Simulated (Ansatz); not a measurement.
Consider the ligand exchange at a B–O bond: `F[SiH2]OBS` + `N[SiH](O)F` → `O[SiH](F)NBS` + `O[SiH2]F`.

Isolated molecules relaxed with PBE0-D4/def2-TZVP in Ansatz; ΔE leaves out vibrations. CBS: MP2 limit from def2 TZ/QZ plus the TZ coupled-cluster correction, frozen cores. This one scheme is used for every species. DFT in def2-TZVPP. B3LYP here is the variant with VWN-RPA as its local correlation; programs differ in this. One conformer a species, not always the lowest.

`F[SiH2]OBS`:

Z-matrix (Å, degrees):
```
Si
O 1 1.624
F 1 1.598 2 110.2
H 1 1.475 2 108.7 3 117.8
H 1 1.475 2 108.7 3 -117.8
B 2 1.353 1 147.3 3 0.2
S 6 1.800 2 125.3 1 0.0
H 6 1.195 2 119.1 1 180.0
H 7 1.345 6 98.3 2 -0.0
```

`N[SiH](O)F`:

Z-matrix (Å, degrees):
```
Si
O 1 1.629
F 1 1.596 2 112.6
N 1 1.699 2 110.7 3 116.3
H 1 1.474 2 104.5 3 -115.6
H 2 0.959 1 117.0 3 -71.5
H 4 1.007 1 120.5 2 -153.1
H 4 1.006 1 121.6 2 56.5
```

`O[SiH](F)NBS`:

Cartesian coordinates in Å:
```
O -0.614 2.169 0.260
Si -0.537 1.098 -0.957
F -1.910 1.009 -1.763
N -0.280 -0.512 -0.394
B 0.688 -0.902 0.552
S 0.871 -2.641 1.011
H -1.119 1.945 1.043
H 0.495 1.603 -1.873
H -0.850 -1.229 -0.824
H 1.389 -0.078 1.057
H 1.868 -2.464 1.888
```

`O[SiH2]F`:

```xyz
6

O     0.281   -1.234   -0.134
Si    0.099    0.381   -0.016
F    -0.320    0.801    1.466
H    -0.496   -1.794   -0.111
H     1.419    0.970   -0.306
H    -0.982    0.875   -0.900
```

```csv
level,ΔE (kJ/mol),difference from CCSD(T)/CBS
PBE-D4,5.1,-3.1
r2SCAN-D4,8.5,0.3
PBE0-D4,5.9,-2.3
B3LYP-D4,12.0,3.8
ωB97M-V,8.3,0.1
B2PLYP,9.9,1.7
r2SCAN,8.7,0.5
PBE0,5.8,-2.4
B3LYP,11.5,3.3
MP2/def2-TZVPP,5.0,-3.2
CCSD/def2-TZVPP,8.1,-0.1
MP2/def2-QZVPP,6.2,-2.0
SCS-MP2/def2-QZVPP,8.3,0.1
HF/CBS(def2),18.3,10.1
MP2/CBS(def2),6.5,-1.7
CCSD/CBS(def2),9.6,1.4
CCSD(T)/CBS,8.2,0
```

Largest T1 diagnostic among the species: 0.013.

In def2-TZVPP, CCSD(T) changes the Hartree–Fock value by −10.5 kJ/mol (the triples alone add −1.4 kJ/mol) and MP2 by −12.2 kJ/mol.
